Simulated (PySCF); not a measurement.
Species: C5H7F3Si.
Geometry (PBE0-D3(BJ)/def2-SVP, Å), atoms numbered from 1 in this order:
```xyz
16
C5H7F3Si angstrom
F      2.888    0.203   -1.887
C      2.950    0.064   -0.586
F      4.185    0.044   -0.163
C      1.868   -0.040    0.194
F      2.084   -0.177    1.519
Si     0.070    0.008   -0.336
C     -1.089    1.178    0.592
C     -2.080   -0.016    0.675
C     -1.112   -1.216    0.486
H      0.030    0.081   -1.824
H     -1.464    2.106    0.139
H     -0.668    1.416    1.582
H     -2.680   -0.051    1.599
H     -2.790    0.028   -0.166
H     -0.692   -1.543    1.451
H     -1.505   -2.097   -0.040
```

NICS = −σ at a ghost point: NICS(0) at the centroid of the ring atoms, NICS(1) 1 Å to either side along the normal of their mean plane, zz for the tensor component along that normal. Level: GIAO PBE0/pcSseg-1 (PySCF, non-relativistic, gas phase) on the PBE0-D3(BJ)/def2-SVP geometry, one conformer.

Ring bond lengths (Å), with Mayer bond orders in brackets: Si6–C7 1.890 (0.95), C7–C8 1.554 (0.99), C8–C9 1.554 (0.99), C9–Si6 1.889 (0.95).

Give the NICS values of each ring in ppm.

```tsv
ring	type	NICS(0)	NICS(1), two faces	NICS(1)zz, two faces	rms pucker (Å)	centre to ring atoms, mean (Å)
Si6–C7–C8–C9	4-membered ring with Si; formal bonds all single	-2.3	-1.7 / -1.8	1.8 / 4.2	0.14	1.21
```

What do they say, and how far can they be read as aromaticity?

- Si6–C7–C8–C9: mean NICS(1)zz 3.0 ppm, deshielded. Si6, C7, C8, C9 have four or more neighbours; no verdict on aromaticity is drawn.

List the ring angles and the Hirshfeld charges of the ring atoms.

- Si6–C7–C8–C9: Si6 78.7° (+0.344 e), C7 86.7° (-0.163 e), C8 100.9° (-0.066 e), C9 86.7° (-0.163 e); sum 353.0° against 360° for a flat convex ring.

How do the values depend on the level or the medium?

| level | NICS(0), Si6–C7–C8–C9 | mean NICS(1)zz, Si6–C7–C8–C9 |
| --- | --- | --- |
| PBE0/pcSseg-1, gas | -2.3 | 3.0 |
| mPW1PW91/pcSseg-1, gas | -2.4 | 2.9 |
| PBE0/pcSseg-1, IEF-PCM acetonitrile | -2.3 | 3.1 |
| PBE0/pcSseg-1, IEF-PCM cyclohexane | -2.3 | 3.1 |

The geometry is the same throughout; the continuum's cavity takes Bondi-type radii × 1.2.
